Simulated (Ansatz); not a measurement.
Diatomic CoBr, multiplicity 5 (an upper state: multiplicity 3 came lower at PBE0/def2-TZVPP). No spin–orbit coupling. Co is treated without relativity. Br is treated without relativity.

The constants come from a fifth-degree fit in 1/R (seven points, main isotopes). In def2 and cc sets the state is the lowest found near the PBE0 minimum, followed along R.

Codes used: Ansatz (a first-principles code) with Gaussian orbitals. Values without a source in brackets are computed.

Energies at PBE/def2-TZVPP:

```
R (Å)        E (hartree)
--------  --------------
2.158305  -3956.29798361
2.216324  -3956.30145005
2.269701  -3956.30305589
2.330041  -3956.30343246
2.390381  -3956.30262006
2.460004  -3956.30057598
2.541230  -3956.29713340
```

Q: With a reduced mass of 33.7385 u, find the minimum, the force constant and the constants.

A: A fifth-degree polynomial in 1/R puts the minimum at r_e = 2.3166 Å with force constant 150 N/m. Then ω_e = (1/2πc)√(k/μ) = 275 cm⁻¹ and B_e = h/(8π²cμr_e²) = 0.09310 cm⁻¹; the cubic and quartic terms give α_e = 0.00045 and ω_e x_e = 1.0 cm⁻¹.
